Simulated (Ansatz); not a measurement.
`O[SiH](O)O[SiH](O)F` + `[SiH3]S` → `O[SiH](O)S[SiH3]` + `O[SiH](O)F`  (ligand exchange at the Si–O bond)

Program: Ansatz. Geometries: PBE0-D4/def2-TZVP. ΔE: electronic, gas phase. CCSD(T)/CBS adds triple-zeta CCSD(T) − MP2 to the extrapolated MP2 energy (def2 sets, frozen cores). This one scheme is used for every species. Functionals use def2-TZVPP. One conformer a species, not always the lowest.

`O[SiH](O)O[SiH](O)F`:

Cartesian coordinates in Å:
```
O -1.337 1.606 -1.751
Si -0.337 0.385 -1.371
O 1.204 0.917 -1.482
O -0.600 -0.170 0.152
Si 0.142 -0.487 1.551
O -0.334 -1.897 2.186
F 1.710 -0.527 1.217
H -1.108 2.488 -1.456
H -0.652 -0.710 -2.301
H 1.863 0.498 -0.924
H -0.072 0.550 2.565
H -0.480 -2.653 1.615
```

`[SiH3]S`:

```xyz
6

Si    0.360    0.117   -0.368
S    -0.878    0.444    1.343
H     1.295   -1.018   -0.159
H     1.123    1.377   -0.531
H    -0.448   -0.148   -1.585
H    -1.451   -0.771    1.299
```

`O[SiH](O)S[SiH3]`:

```xyz
11

O     0.406   -0.285   -2.091
Si   -0.611    0.261   -0.944
O    -2.135    0.227   -1.539
S    -0.631   -0.929    0.833
Si    1.121   -0.115    1.755
H     0.273   -1.176   -2.422
H    -0.126    1.621   -0.631
H    -2.857    0.233   -0.909
H     2.273   -0.142    0.819
H     0.887    1.281    2.199
H     1.399   -0.977    2.929
```

`O[SiH](O)F`:

Z-matrix (Å, degrees):
```
Si
O 1 1.619
F 1 1.595 2 111.7
O 1 1.630 2 108.7 3 118.8
H 1 1.469 2 107.5 3 -117.0
H 2 0.959 1 118.7 3 -79.5
H 4 0.958 1 118.6 2 -158.0
```

CCSD(T)/CBS gives +64.9 kJ/mol.

Q: Another level gave +50.5 kJ/mol. Which?
A. HF/def2-TZVPP
B. r2SCAN-D4/def2-TZVPP
C. PBE/def2-TZVPP
D. PBE0/def2-TZVPP

A: C. PBE 50.5, r2SCAN-D4 61.4, HF/def2-TZVPP 86.6, PBE0 55.9 kJ/mol.

Largest T1 diagnostic among the species: 0.012.

From PBE to PBE0 (25 % exact exchange), in def2-TZVPP and without D4, ΔE moves by +5.4 kJ/mol. In def2-TZVPP, CCSD(T) changes the Hartree–Fock value by −18.3 kJ/mol (the triples alone add −4.1 kJ/mol) and MP2 by −24.3 kJ/mol.
